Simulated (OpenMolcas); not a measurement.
**How basis sets differ on CH5BN2 (SMILES NC1BN1)**

CH5BN2: 9 atoms, total charge 0, spin state singlet. SMILES: `NC1BN1`. The coordinates come from a PBE0-D4/def2-TZVP relaxation. This is one conformer, not always the lowest.

```xyz
9

N     0.1429    1.1944   -0.6406
C    -0.3642   -0.0772   -0.2223
B     0.5912   -1.1941    0.3032
N    -0.1305   -0.4699    1.1715
H     0.7840    1.1174   -1.4170
H    -0.5899    1.8426   -0.8924
H    -1.3664   -0.3172   -0.5827
H     1.4142   -2.0390    0.1947
H    -0.3928   -0.1032    2.0683
```

Each level gives the dipole moment (D). The values are calculated.

| level | kind | program | value (D) |
| --- | --- | --- | --- |
| HF/ANO-R0 (sfX2C) | Hartree–Fock | OpenMolcas | 1.75 |
| HF/STO-3G | Hartree–Fock | OpenMolcas | 0.88 |
| HF/3-21G | Hartree–Fock | OpenMolcas | 1.16 |
| HF/6-31G (RICD fitting) | Hartree–Fock | OpenMolcas | 1.22 |
| HF/cc-pVDZ | Hartree–Fock | OpenMolcas | 0.97 |

The values span 0.88 to 1.75 D. Magnitudes only. Sets without polarisation functions give poor dipoles.
